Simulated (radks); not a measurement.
Pm III, configuration [Xe] 4f5. Calculated with a radial shooting solver on a logarithmic mesh with Libxc functionals: Dirac Kohn-Sham, AM05, spin-unpolarised, spherical densities, point nucleus; open shells are shared between the two j in proportion to 2j + 1. Some entries of the table are withheld. Estimate them.

| orbital | occ. | eigenvalue (eV) | <r> (bohr) |
|---|---|---|---|
| 1s1/2 | 2 | -44952.97 | (1) |
| 2s1/2 | 2 | -7317.446 | (2) |
| 2p1/2 | 2 | -6931.514 | 0.08248 |
| 2p3/2 | 4 | -6372.073 | 0.08900 |
| 3s1/2 | 2 | -1605.311 | 0.2604 |
| 3p1/2 | 2 | -1439.789 | (3) |
| 3p3/2 | 4 | -1327.316 | (4) |
| 3d3/2 | 4 | -1039.257 | 0.2340 |
| 3d5/2 | 6 | -1014.857 | 0.2379 |
| 4s1/2 | 2 | -329.1638 | 0.5932 |
| 4p1/2 | 2 | -266.2253 | (5) |
| 4p3/2 | 4 | -241.5745 | (6) |
| 4d3/2 | 4 | -138.0132 | 0.6829 |
| 4d5/2 | 6 | -133.6335 | 0.6932 |
| 5s1/2 | 2 | -54.9956 | 1.438 |
| 5p1/2 | 2 | -38.0935 | (7) |
| 5p3/2 | 4 | -34.7506 | (8) |
| 4f5/2 | 2.14286 | -15.4829 | (9) |
| 4f7/2 | 2.85714 | -15.0066 | (10) |

Answer. 
(1) 1s1/2 <r> (bohr): 0.02319
(2) 2s1/2 <r> (bohr): 0.09851
(3) 3p1/2 <r> (bohr): 0.2500
(4) 3p3/2 <r> (bohr): 0.2626
(5) 4p1/2 <r> (bohr): 0.6083
(6) 4p3/2 <r> (bohr): 0.6372
(7) 5p1/2 <r> (bohr): 1.617
(8) 5p3/2 <r> (bohr): 1.706
(9) 4f5/2 <r> (bohr): 1.024
(10) 4f7/2 <r> (bohr): 1.040
